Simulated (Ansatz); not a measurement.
Diatomic GaF, closed-shell singlet (the spin of the measured ground state). No spin–orbit coupling. Ga is treated without relativity.

```tsv
level	bond energy D_e (kJ/mol)	minus CCSD(T)/CBS(def2-TZVPP, def2-QZVPP)
SVWN5/def2-TZVPP	692.0	90.7
PBE/def2-TZVPP	607.0	5.7
r2SCAN/def2-TZVPP	589.6	-11.7
B97M-V/def2-TZVPP	589.7	-11.6
B3LYP/def2-TZVPP	581.9	-19.5
PBE0/def2-TZVPP	573.3	-28.0
BHLYP/def2-TZVPP	544.1	-57.2
CAM-B3LYP/def2-TZVPP	591.1	-10.2
wB97X-V/def2-TZVPP	591.8	-9.5
wB97M-V/def2-TZVPP	588.9	-12.5
B2PLYP/def2-TZVPP	587.4	-13.9
CCSD/def2-TZVPP	562.4	-38.9
CCSD/def2-QZVPP	576.2	-25.1
CCSD(T)/def2-TZVPP	576.5	-24.8
CCSD(T)/def2-QZVPP	592.1	-9.2
CCSD(T)/CBS(def2-TZVPP, def2-QZVPP)	601.3	0.0
```

 The comparison column counts from a level with limits of its own.

The rows run from 544.1 (BHLYP/def2-TZVPP) to 692.0 kJ/mol (SVWN5/def2-TZVPP). From def2-TZVPP to def2-QZVPP CCSD(T) changes by 15.6. The 11 functionals in def2-TZVPP without D3 or D4 span 147.9, from BHLYP to SVWN5.

D_e counts from the fitted minimum to each atom's lowest state at the same level, without counterpoise. The singlet is restricted.

Correlated levels freeze the inner cores; with def2 sets outer-core shells near the valence are correlated too. CBS(a, b) extrapolates the correlation energy as X⁻³ and adds the Hartree–Fock energy of set b.

The values were computed with Ansatz (an electronic-structure program) with Gaussian orbitals.
